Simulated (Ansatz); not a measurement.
Wavefunction ladder for `FC(F)[C@H](F)[C@@H](F)C(F)(F)F`

Z-matrix (Å, degrees):
```
C
F 1 1.356
C 1 1.521 2 108.7
F 1 1.347 2 108.0 3 -118.2
H 1 1.093 2 109.2 3 123.5
F 3 1.368 1 107.5 2 178.6
C 3 1.514 1 111.2 2 56.9
H 3 1.095 1 108.4 2 -63.5
F 7 1.369 3 110.3 1 59.0
C 7 1.527 3 113.8 1 -179.2
H 7 1.095 3 108.6 1 -60.4
F 10 1.333 7 109.9 3 173.6
F 10 1.325 7 113.0 3 -65.6
F 10 1.339 7 109.3 3 55.3
```

Charge 0, multiplicity 1. All single points use the PBE0-D4/def2-TZVP geometry. It is one conformer, not always the lowest. Frozen core, restricted reference, the Gaussian-basis code of Ansatz. CBS rows extrapolate triple and quadruple zeta; past MP2 they add the triple-zeta difference.

```json
{"basis": "def2-SVP", "HF (Eh)": "-848.61398", "MP2 corr.": "-1.80482"}
{"basis": "def2-TZVPP", "HF (Eh)": "-849.66289", "MP2 corr.": "-2.37132"}
{"basis": "def2-QZVPP", "HF (Eh)": "-849.69895", "MP2 corr.": "-2.58351"}
```

(1) Estimate the CCSD correlation energy and the (T) correction in each basis where they were run (hartree).

## Answers

(1) 
```
     basis  CCSD corr.       (T)
  def2-SVP    -1.84923  -0.03926
def2-TZVPP    -2.39406  -0.07920
 CBS(def2)    -2.76343     as TZ
```
